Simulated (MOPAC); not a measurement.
A run for MOPAC: PM7 on CH7NSn (SMILES C[NH][SnH3]).

```
PM7 1SCF PRECISE CHARGE=0 THREADS=1
CH7NSn

C      1.43624374 1     0.22927946 1    -0.31555601 1
N      0.44756775 1    -0.30071985 1     0.61959184 1
Sn    -1.53403065 1    -0.02872219 1     0.19865702 1
H      1.44830719 1    -0.25553205 1    -1.30226094 1
H      2.44027976 1     0.14173773 1     0.10951594 1
H      1.25168885 1     1.29416936 1    -0.47705998 1
H      0.65748123 1    -1.26050375 1     0.86234292 1
H     -1.79236783 1     1.66044664 1     0.26320144 1
H     -1.95553954 1    -0.61110759 1    -1.36747341 1
H     -2.39963049 1    -0.86904778 1     1.40904120 1
```

The log:

```
*******************************************************************************
 **                                                                           **
 **                              MOPAC v23.2.5                                **
 **                                                                           **
 *******************************************************************************
 ** MOPAC's Digital Object Identifier: https://doi.org/10.5281/zenodo.6511958 **
 **                                                                           **
 ** Please cite the open-source release paper for use of this MOPAC version:  **
 ** J. E. Moussa and J. J. P. Stewart (2026)                                  **
 ** MOPAC: An open-source semiempirical molecular orbital program             **
 ** J. Open Source Softw., 11(119), 8025, https://doi.org/10.21105/joss.08025 **
 *******************************************************************************

                              PM7 CALCULATION RESULTS

 *******************************************************************************
 *  PM7        - The PM7 Hamiltonian to be used
 *
 *
 *
 *                 CHARGE ON SYSTEM = 0
 *
 *
 *
 *  PRECISE    - TIGHTER CRITERIA TO BE USED
 *  1SCF       - DO 1 SCF AND THEN STOP
 *  THREADS=1  - MULTI-THREADING NOT USED
 *  T=         - A TIME OF 172800.0 SECONDS REQUESTED
 *  DUMP=N     - RESTART FILE WRITTEN EVERY 7200.0 SECONDS REQUESTED
 *******************************************************************************
PM7 1SCF PRECISE CHARGE=0 THREADS=1
 CH7NSn

   ATOM   CHEMICAL          X               Y               Z
  NUMBER   SYMBOL      (ANGSTROMS)     (ANGSTROMS)     (ANGSTROMS)

     1       C          1.43624374  *   0.22927946  *  -0.31555601  *
     2       N          0.44756775  *  -0.30071985  *   0.61959184  *
     3      Sn         -1.53403065  *  -0.02872219  *   0.19865702  *
     4       H          1.44830719  *  -0.25553205  *  -1.30226094  *
     5       H          2.44027976  *   0.14173773  *   0.10951594  *
     6       H          1.25168885  *   1.29416936  *  -0.47705998  *
     7       H          0.65748123  *  -1.26050375  *   0.86234292  *
     8       H         -1.79236783  *   1.66044664  *   0.26320144  *
     9       H         -1.95553954  *  -0.61110759  *  -1.36747341  *
    10       H         -2.39963049  *  -0.86904778  *   1.40904120  *



          CARTESIAN COORDINATES

    NO.       ATOM           X           Y           Z

     1         C          1.4362      0.2293     -0.3156
     2         N          0.4476     -0.3007      0.6196
     3        Sn         -1.5340     -0.0287      0.1987
     4         H          1.4483     -0.2555     -1.3023
     5         H          2.4403      0.1417      0.1095
     6         H          1.2517      1.2942     -0.4771
     7         H          0.6575     -1.2605      0.8623
     8         H         -1.7924      1.6604      0.2632
     9         H         -1.9555     -0.6111     -1.3675
    10         H         -2.3996     -0.8690      1.4090

 General Reference for PM7:
 "Optimization of Parameters for Semiempirical Methods VI: More Modifications to the
 NDDO Approximations and Re-optimization of Parameters", J. J. P. Stewart, J. Mol. Mod., 1:32, 19 (2013)
 https://link.springer.com/article/10.1007/s00894-012-1667-x

           Empirical Formula: C H7 N Sn  =    10 atoms



      MOLECULAR POINT GROUP   :   C1


      RHF CALCULATION, NO. OF DOUBLY OCCUPIED LEVELS = 10



 ALL CONVERGERS ARE NOW FORCED ON
 SHIFT=10, PULAY ON, CAMP-KING ON
 AND ITERATION COUNTER RESET



 -------------------------------------------------------------------------------
 PM7 1SCF PRECISE CHARGE=0 THREADS=1
 CH7NSn



     1SCF WAS SPECIFIED, SO BFGS WAS NOT USED
     SCF FIELD WAS ACHIEVED


                              PM7 CALCULATION
                                                       MOPAC v23.2.5 Linux




          FINAL HEAT OF FORMATION =         35.60757 KCAL/MOL =     148.98206 KJ/MOL


          COSMO AREA              =        117.98 SQUARE ANGSTROMS
          COSMO VOLUME            =        107.47 CUBIC ANGSTROMS

          IONIZATION POTENTIAL    =          8.159666 EV
          HOMO LUMO ENERGIES (EV) =         -8.160  2.701
          NO. OF FILLED LEVELS    =         10
          MOLECULAR WEIGHT        =        151.7630         POINT GROUP:  C1

          MOLECULAR DIMENSIONS (Angstroms)

            Atom       Atom       Distance
            H    10    H     5     5.11226
            H     7    H     8     3.51655
            H     9    H    10     2.39974


          SCF CALCULATIONS        =          1





   ATOM   CHEMICAL          X               Y               Z
  NUMBER   SYMBOL      (ANGSTROMS)     (ANGSTROMS)     (ANGSTROMS)

     1       C          1.43624374  *   0.22927946  *  -0.31555601  *
     2       N          0.44756775  *  -0.30071985  *   0.61959184  *
     3      Sn         -1.53403065  *  -0.02872219  *   0.19865702  *
     4       H          1.44830719  *  -0.25553205  *  -1.30226094  *
     5       H          2.44027976  *   0.14173773  *   0.10951594  *
     6       H          1.25168885  *   1.29416936  *  -0.47705998  *
     7       H          0.65748123  *  -1.26050375  *   0.86234292  *
     8       H         -1.79236783  *   1.66044664  *   0.26320144  *
     9       H         -1.95553954  *  -0.61110759  *  -1.36747341  *
    10       H         -2.39963049  *  -0.86904778  *   1.40904120  *

                             CARTESIAN COORDINATES

   1    C        1.436243740     0.229279460    -0.315556010
   2    N        0.447567750    -0.300719850     0.619591840
   3   Sn       -1.534030650    -0.028722190     0.198657020
   4    H        1.448307190    -0.255532050    -1.302260940
   5    H        2.440279760     0.141737730     0.109515940
   6    H        1.251688850     1.294169360    -0.477059980
   7    H        0.657481230    -1.260503750     0.862342920
   8    H       -1.792367830     1.660446640     0.263201440
   9    H       -1.955539540    -0.611107590    -1.367473410
  10    H       -2.399630490    -0.869047780     1.409041200


           Empirical Formula: C H7 N Sn  =    10 atoms



      MOLECULAR POINT GROUP   :   C1


                  EIGENVALUES
 -33.71392 -23.05644 -15.78576 -14.31951 -13.70906 -12.29254 -11.90258 -11.63295
 -10.98534  -8.15967   2.70059   4.01100   5.53948   5.79054   6.00908   6.04971
   6.31736   7.08496   7.69220


              NET ATOMIC CHARGES AND DIPOLE CONTRIBUTIONS

  ATOM NO.   TYPE          CHARGE      No. of ELECS.   s-Pop       p-Pop
    1          C          -0.214471        4.2145     1.04689     3.16758
    2          N          -0.927050        5.9271     1.66411     4.26294
    3         Sn           1.010354        2.9896     0.85025     2.13940
    4          H           0.093680        0.9063     0.90632
    5          H           0.123876        0.8761     0.87612
    6          H           0.127925        0.8721     0.87208
    7          H           0.249286        0.7507     0.75071
    8          H          -0.151347        1.1513     1.15135
    9          H          -0.161158        1.1612     1.16116
   10          H          -0.151095        1.1511     1.15109
 DIPOLE           X         Y         Z       TOTAL
 POINT-CHG.    -2.699     0.115    -1.407     3.046
 HYBRID         1.542    -0.805    -0.118     1.743
 SUM           -1.157    -0.689    -1.524     2.034


          ATOMIC ORBITAL ELECTRON POPULATIONS

     Atom    s        px        py        pz
    1  C   1.04689   1.03928   1.10954   1.01876
    2  N   1.66411   1.34630   1.34261   1.57403
    3 Sn   0.85025   0.51643   0.82247   0.80049
    4  H   0.90632
    5  H   0.87612
    6  H   0.87208
    7  H   0.75071
    8  H   1.15135
    9  H   1.16116
   10  H   1.15109

 **********************
 *                    *
 * JOB ENDED NORMALLY *
 *                    *
 **********************




 == MOPAC DONE ==
```

The run finished.

Cost: very roughly 0.23 core-seconds.
